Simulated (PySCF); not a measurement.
# Gas-phase XPS of GeCl(SiH3)3, computed

GeCl(SiH3)3.
Structure used (PBE0-D3(BJ)/def2-SVP), in Å, numbered top down from 1:
```
atom  x, y, z in Å
Ge1    0.0106    0.0068    0.4400
Cl2    0.0837    0.0262    2.6411
Si3    2.3005   -0.0189   -0.2215
H4     2.3895   -0.0025   -1.7140
H5     2.9504   -1.2569    0.3017
H6     2.9852    1.1864    0.3332
Si7   -1.1540    2.0029   -0.1511
H8    -0.3635    3.1909    0.2875
H9    -2.4916    2.0060    0.5119
H10   -1.3324    2.0459   -1.6344
Si11  -1.1666   -1.9953   -0.1011
H12   -0.4568   -3.1631    0.4991
H13   -1.2180   -2.1542   -1.5878
H14   -2.5565   -1.9181    0.4387
```

Computed with delta-SCF UKS SCAN, pcX-2 on the ionised atom, pcseg-1 elsewhere, spin-free X2C (PySCF). These are vertical core ionisation energies against the vacuum level, from separate self-consistent calculations with and without the core hole.

Problem. What binding energy does each computed site have?

Solution. 
```csv
atom(s),environment,level,binding energy (eV),2p1/2 (eV),count
Cl2,chlorine bonded to Ge,Cl 2p3/2,204.92,206.58,1
Cl2,chlorine bonded to Ge,Cl 1s,2827.53,–,1
Si3/Si7/Si11,silicon bonded to Ge and 3 H,Si 2p3/2,106.62,107.25,3
Si3/Si7/Si11,silicon bonded to Ge and 3 H,Si 1s,1846.34,–,3
```

Problem. Which photon wavelength matches the Si 1s of Si3/Si7/Si11 threshold?

Solution. λ = hc/E = 12398.42 eV Å / 1846.34 eV = 6.715 Å.

Atoms equivalent by their bonding share one computed value, that of the first of them. For 2p shells one spin-free hole was relaxed; a mean-field spin–orbit operator and the ground-state splitting of the three 2p orbitals were then diagonalised within the shell. The shell's mean is (2 × 2p3/2 + 2p1/2)/3, and the degeneracies 2j + 1 give areas of 2:1. 2p1/2 minus 2p3/2 (ligand field included): Cl 1.65 eV, Si 0.62 eV. No level of germanium is listed. Geometry: PBE0-D3(BJ)/def2-SVP; no solvent, vibrations or thermal averaging.
